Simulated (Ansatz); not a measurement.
Geometry optimisation, RKS CAM-B3LYP-D4/6-31G in Ansatz 0.2.0.

Input:

```yaml
crystal:
  periodic: [false, false, false]
  atoms:
    - { symbol: C, position_ang: [0.7823, 0.4615, 1.9411] }
    - { symbol: "N", position_ang: [1.3513, -0.1996, 0.8103] }
    - { symbol: Al, position_ang: [0.0714, -0.4002, -0.6485] }
    - { symbol: "N", position_ang: [-0.3319, -2.1382, -1.2175] }
    - { symbol: C, position_ang: [-0.6655, 1.1978, -1.5389] }
    - { symbol: F, position_ang: [-0.31112, 1.1712, -2.89926] }
    - { symbol: H, position_ang: [0.4672, 1.536, 1.6276] }
    - { symbol: H, position_ang: [-0.1181, -0.0294, 2.2959] }
    - { symbol: H, position_ang: [1.4698, 0.6101, 2.8018] }
    - { symbol: H, position_ang: [1.6036, -1.1581, 1.1601] }
    - { symbol: H, position_ang: [-0.8936, -2.6057, -0.3843] }
    - { symbol: H, position_ang: [-1.1054, -2.0138, -1.9442] }
    - { symbol: H, position_ang: [-1.75465, 1.24951, -1.49805] }
    - { symbol: H, position_ang: [-0.22717, 2.1032, -1.1024] }
basis:
  gaussian: { orbitals: "6-31G" }
hamiltonian:
  xc: cam_b3lyp
  dispersion: d4
relax:
  f_tol: 0.015
  max_steps: 40
```

Launched with:

```bash
$ ansatz run input.yaml --threads 1 --pin off --max-ram 2048MiB --backend cpu --events-out ev --progress --plain --runs-dir out
```

Where does it end, and by what steps?

The run converged. The force dipped under the threshold on the way, but the program's further checks kept it going. Limits of this set-up: no polarisation functions. After 20 steps the energy has fallen by 1.810 eV; H11 moved furthest, 1.15 Å.

```csv
step,energy less start (eV),largest force component (eV/Å),accepted
0,0.0000,3.541,yes
1,-0.9184,2.319,yes
2,-1.4397,1.529,yes
3,-1.5879,0.778,yes
4,-1.6861,0.468,yes
5,-1.7399,0.328,yes
6,-1.7770,0.247,yes
7,-1.7931,0.207,yes
8,-1.7918,0.346,no
9,-1.8002,0.114,yes
10,-1.8012,0.150,yes
11,-1.8067,0.031,yes
12,-1.8052,0.320,no
13,-1.8079,0.009,yes
14,-1.8084,0.145,yes
15,-1.8093,0.044,yes
16,-1.8097,0.006,yes
17,-1.8097,0.061,no
18,-1.8100,0.014,yes
19,-1.8100,0.052,yes
20,-1.8102,0.013,yes
```

```xyz
14
Properties=species:S:1:pos:R:3
C 0.758 0.653 2.008
N 0.540 -0.523 1.167
Al -0.106 -0.527 -0.502
N -0.334 -2.014 -1.456
C -0.616 1.175 -1.393
F -1.073 0.780 -2.724
H 0.466 1.560 1.469
H 0.164 0.621 2.931
H 1.812 0.772 2.292
H 0.798 -1.385 1.630
H -0.133 -2.960 -1.171
H -0.701 -1.967 -2.396
H -1.443 1.713 -0.917
H 0.205 1.886 -1.533
```

Whether the end is a true minimum wasn't checked by a vibrational analysis.

Time of the run: 2.1 min on 1 thread of Arm Neoverse V1 (shared host), peak memory 0.22 GiB.
